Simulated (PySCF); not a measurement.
Isomers of CH6OSi. Isolated molecules, 0 K electronic values unless said otherwise. One relaxed conformer stands for each flexible species; it need not be the lowest. Strings in code marks are SMILES.

All values below come from B3LYP-D3(BJ)/def2-TZVP (PySCF 2.14.0). B3LYP has the VWN-RPA correlation part, as in Gaussian. 

```csv
species,HOMO (eV),HOMO–LUMO gap (eV)
`C([SiH3])O` (H–O–C–Si torsion 61°),-7.36,7.50
`CO[SiH3]`,-7.95,?
`C[SiH2]O` (C–Si–O–H torsion 69°),-8.19,8.36
```

### Question
What belongs in the gaps?

### Answer

- `CO[SiH3]`, HOMO–LUMO gap (eV): 8.02
